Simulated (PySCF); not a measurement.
GeO, triplet, geometry from GFN2-xTB (the spin is typed, not shown lowest); HF/6-311G** run with PySCF.

PySCF was given this input:
```python
from pyscf import gto, scf

mol = gto.M(
    atom='''
Ge   -0.000000   -0.000000   -0.334773
O     0.000000    0.000000    1.339094
''',
    basis='6-311g**',
    charge=0,
    spin=2,
    verbose=4,
)

mf = scf.UHF(mol)
mf.kernel()
mf.analyze()
```

It wrote (shortened):

```
PySCF version 2.14.0

[INPUT] verbose = 4
[INPUT] num. atoms = 2
[INPUT] num. electrons = 40
[INPUT] charge = 0
[INPUT] spin (= nelec alpha-beta = 2S) = 2
[INPUT] symmetry False subgroup None
[INPUT] Mole.unit = angstrom
[INPUT] Symbol           X                Y                Z      unit          X                Y                Z       unit  Magmom
[INPUT]  1 Ge     0.000000000000   0.000000000000  -0.334773000000 AA    0.000000000000   0.000000000000  -0.632629283899 Bohr   0.0
[INPUT]  2 O      0.000000000000   0.000000000000   1.339094000000 AA    0.000000000000   0.000000000000   2.530520915048 Bohr   0.0

nuclear repulsion = 80.931977269114
number of shells = 26
number of NR pGTOs = 115
number of NR cGTOs = 62
basis = 6-311g**
ecp = {}

******** <class 'pyscf.scf.uhf.UHF'> ********
method = UHF
initial guess = minao
damping factor = 0
level_shift factor = 0
DIIS = <class 'pyscf.scf.diis.CDIIS'>
diis_start_cycle = 1
diis_space = 8
diis_damp = 0
SCF conv_tol = 1e-09
SCF conv_tol_grad = None
SCF max_cycles = 50
direct_scf = True
direct_scf_tol = 1e-13
number electrons alpha = 21  beta = 19
Set gradient conv threshold to 3.16228e-05
init E= -2147.9505670267

cycle= 1 E= -2149.90123650565  delta_E= -1.95  |g|= 0.805  |ddm|= 1.21
cycle= 2 E= -2149.87568356038  delta_E= 0.0256  |g|= 0.752  |ddm|= 0.879
cycle= 3 E= -2150.06784950301  delta_E= -0.192  |g|= 0.125  |ddm|= 0.438
cycle= 4 E= -2150.07789919821  delta_E= -0.01  |g|= 0.0487  |ddm|= 0.144
cycle= 5 E= -2150.08103274505  delta_E= -0.00313  |g|= 0.0296  |ddm|= 0.0735
cycle= 6 E= -2150.08377844344  delta_E= -0.00275  |g|= 0.0205  |ddm|= 0.0878
cycle= 7 E= -2150.08590755278  delta_E= -0.00213  |g|= 0.0128  |ddm|= 0.0872
cycle= 8 E= -2150.08705695251  delta_E= -0.00115  |g|= 0.00481  |ddm|= 0.0937
cycle= 9 E= -2150.08714661527  delta_E= -8.97e-05  |g|= 0.00185  |ddm|= 0.0232
cycle= 10 E= -2150.08715848168  delta_E= -1.19e-05  |g|= 0.00103  |ddm|= 0.0116
cycle= 11 E= -2150.08715942919  delta_E= -9.48e-07  |g|= 0.000786  |ddm|= 0.00558
cycle= 12 E= -2150.08716137597  delta_E= -1.95e-06  |g|= 0.000328  |ddm|= 0.00377
cycle= 13 E= -2150.08716179191  delta_E= -4.16e-07  |g|= 0.000163  |ddm|= 0.00117
cycle= 14 E= -2150.08716187013  delta_E= -7.82e-08  |g|= 6.1e-05  |ddm|= 0.000623
cycle= 15 E= -2150.08716187974  delta_E= -9.61e-09  |g|= 1.67e-05  |ddm|= 0.000271
cycle= 16 E= -2150.0871618805  delta_E= -7.7e-10  |g|= 6.17e-06  |ddm|= 4.65e-05
Extra cycle  E= -2150.08716188056  delta_E= -5.68e-11  |g|= 3.88e-06  |ddm|= 6.96e-06
converged SCF energy = -2150.08716188056  <S^2> = 2.0377294  2S+1 = 3.0250484
**** SCF Summaries ****
Total Energy =                       -2150.087161880561780
Nuclear Repulsion Energy =              80.931977269113972
One-electron Energy =                -3159.397017734207566
Two-electron Energy =                  928.377878584532141
Two-electron Coulomb Energy =         1014.127705637766326
DFT Exchange-Correlation Energy =      -85.749827053234185
**** MO energy ****
                             alpha | beta                alpha | beta
MO #1   energy= -405.276607349902  | -405.274150615346  occ= 1 | 1
MO #2   energy= -52.1818975731621  | -52.18134369609    occ= 1 | 1
MO #3   energy= -46.2704315404108  | -46.2694980186572  occ= 1 | 1
MO #4   energy= -46.2698200764952  | -46.2665936235309  occ= 1 | 1
MO #5   energy= -46.2694762848667  | -46.2654145714119  occ= 1 | 1
MO #6   energy= -20.5982578024972  | -20.5590417439836  occ= 1 | 1
MO #7   energy= -7.22916855387996  | -7.22525197774053  occ= 1 | 1
MO #8   energy= -5.20519518297487  | -5.20238940463658  occ= 1 | 1
MO #9   energy= -5.20202133951347  | -5.1971718029625   occ= 1 | 1
MO #10  energy= -5.2012670965849   | -5.18815261233778  occ= 1 | 1
MO #11  energy= -1.68622249565583  | -1.67682792087159  occ= 1 | 1
MO #12  energy= -1.67411968830374  | -1.67348293380035  occ= 1 | 1
MO #13  energy= -1.66836093509946  | -1.66464987189534  occ= 1 | 1
MO #14  energy= -1.66759519295358  | -1.66282905925721  occ= 1 | 1
MO #15  energy= -1.66700580287553  | -1.66188588128524  occ= 1 | 1
MO #16  energy= -1.3350791046044   | -1.19038838309075  occ= 1 | 1
MO #17  energy= -0.729669015215916 | -0.492427601494647 occ= 1 | 1
MO #18  energy= -0.569984106346941 | -0.482257679407097 occ= 1 | 1
MO #19  energy= -0.538965879410862 | -0.478998427295087 occ= 1 | 1
MO #20  energy= -0.517855434539193 | -0.0104638984142298 occ= 1 | 0
MO #21  energy= -0.269504009340863 | 0.0367254479933374 occ= 1 | 0
MO #22  energy= 0.0144536792325489 | 0.0724237840072091 occ= 0 | 0
MO #23  energy= 0.113476662892063  | 0.146213953052736  occ= 0 | 0
MO #24  energy= 0.222008889122267  | 0.245804982814054  occ= 0 | 0
MO #25  energy= 0.241487289667702  | 0.275601136924264  occ= 0 | 0
MO #26  energy= 0.270521205934028  | 0.306062067384422  occ= 0 | 0
MO #27  energy= 0.382301584514952  | 0.461403205608356  occ= 0 | 0
MO #28  energy= 0.489487839853388  | 0.542246327776078  occ= 0 | 0
MO #29  energy= 0.491120833768776  | 0.543617649328599  occ= 0 | 0

To work with the spin densities directly, `use mulliken_meta_spin()` only printing them here.

 ** Mulliken spin pop alpha/beta on meta-lowdin orthogonal AOs **
 ** Mulliken Spin Density (per AO)  **
spin_pop of  0 Ge 1s       -0.00000
spin_pop of  0 Ge 2s       -0.00000
spin_pop of  0 Ge 3s        0.00004
spin_pop of  0 Ge 4s        0.03213
spin_pop of  0 Ge 5s        0.00552
spin_pop of  0 Ge 6s        0.00007
spin_pop of  0 Ge 7s        0.00017
spin_pop of  0 Ge 8s        0.00018
spin_pop of  0 Ge 2px       0.00000
spin_pop of  0 Ge 2py       0.00000
spin_pop of  0 Ge 2pz       0.00000
spin_pop of  0 Ge 3px       0.00000
spin_pop of  0 Ge 3py       0.00003
spin_pop of  0 Ge 3pz       0.00003
spin_pop of  0 Ge 4px       0.18968
spin_pop of  0 Ge 4py       0.66532
spin_pop of  0 Ge 4pz       0.17981
spin_pop of  0 Ge 5px       0.00084
spin_pop of  0 Ge 5py       0.00236
spin_pop of  0 Ge 5pz       0.00458
spin_pop of  0 Ge 6px       0.00002
spin_pop of  0 Ge 6py       0.00005
spin_pop of  0 Ge 6pz       0.00010
spin_pop of  0 Ge 7px       0.00001
spin_pop of  0 Ge 7py       0.00003
spin_pop of  0 Ge 7pz       0.00046
spin_pop of  0 Ge 8px       0.00000
spin_pop of  0 Ge 8py       0.00001
spin_pop of  0 Ge 8pz       0.00013
spin_pop of  0 Ge 3dxy      0.00003
spin_pop of  0 Ge 3dyz      0.00004
spin_pop of  0 Ge 3dz^2     0.00005
spin_pop of  0 Ge 3dxz      0.00000
spin_pop of  0 Ge 3dx2-y2    0.00003
spin_pop of  0 Ge 4dxy      0.00018
spin_pop of  0 Ge 4dyz      0.00152
spin_pop of  0 Ge 4dz^2     0.00149
spin_pop of  0 Ge 4dxz     -0.00065
spin_pop of  0 Ge 4dx2-y2    0.00005
spin_pop of  0 Ge 5dxy      0.00022
spin_pop of  0 Ge 5dyz      0.00154
spin_pop of  0 Ge 5dz^2     0.00015
spin_pop of  0 Ge 5dxz     -0.00040
spin_pop of  0 Ge 5dx2-y2    0.00007
spin_pop of  1 O 1s       -0.00000
spin_pop of  1 O 2s        0.01260
spin_pop of  1 O 3s       -0.00187
spin_pop of  1 O 4s       -0.00004
spin_pop of  1 O 2px       0.05856
spin_pop of  1 O 2py       0.08220
spin_pop of  1 O 2pz       0.76182
spin_pop of  1 O 3px      -0.00080
spin_pop of  1 O 3py       0.00061
spin_pop of  1 O 3pz       0.00032
spin_pop of  1 O 4px      -0.00023
spin_pop of  1 O 4py      -0.00008
spin_pop of  1 O 4pz       0.00030
spin_pop of  1 O 3dxy     -0.00000
spin_pop of  1 O 3dyz     -0.00035
spin_pop of  1 O 3dz^2     0.00140
spin_pop of  1 O 3dxz     -0.00032
spin_pop of  1 O 3dx2-y2   -0.00000
 ** Mulliken Spin Density (per atom)  **
spin density of  0 Ge =      1.08589
spin density of  1 O =      0.91411
 ** Mulliken pop alpha/beta on meta-lowdin orthogonal AOs **
 ** Mulliken pop       alpha | beta **
In total            21.00000 | 19.00000
 ** Mulliken atomic charges   ( Nelec_alpha | Nelec_beta ) **
charge of  0Ge =      0.51891  (    16.28349     15.19760 )
charge of  1O =     -0.51891  (     4.71651      3.80240 )
Dipole moment(X, Y, Z, Debye):  0.00000, -0.00000, -2.39764
```
